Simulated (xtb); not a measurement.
PbBr, SMILES [Br][Pb+] (connectivity only; charge and spin as stated), charge +1, multiplicity 1. All values are semi-empirical tight-binding results from xtb (GFN2-xTB unless named), good for trends rather than for accurate numbers. Coordinates come from a GFN2-xTB optimisation. The multiplicity is an assumed one; other spin states were not compared.

For metal compounds this method's bond lengths and energies can be far off.

```yaml
point_group_as_xtb_finds_it: C∞v
orbital_gap: 3.01 eV
```
